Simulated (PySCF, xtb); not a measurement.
FH6NOSi2, SMILES O[Si@H](F)N[SiH3].

Geometry optimised at B3LYP-D3(BJ)/def2-SVP. The structure was generated by enumeration; whether it is a known compound was not checked. Other conformers were not sampled.

Method: C-PCM-PBE0/def2-SVP run with PySCF.

The values are the electrostatic part of the solvation free energy, E(continuum) − E(gas) at the gas-phase geometry, in a cavity of scaled van der Waals radii (PySCF's table); cavitation and dispersion terms are not included. In vacuum the orbital gap is 8.60 eV. The dipole moment in vacuum is 2.92 D.

Computed values in water (ε = 78.36), cyclohexanone (ε = 15.62), ethylethanoate (ε = 5.99):
| solvent | ε | ΔG(elec) (kcal/mol) | dipole (D) | gap (eV) |
|---|---|---|---|---|
| water | 78.36 | -6.8 | 3.51 | 8.69 |
| cyclohexanone | 15.62 | -6.4 | 3.47 | 8.69 |
| ethylethanoate | 5.99 | -5.6 | 3.40 | 8.68 |

For comparison, GFN2-xTB/ALPB(water) (xtb, at the GFN2-xTB geometry, all terms of that model) gives -5.0 kcal/mol.
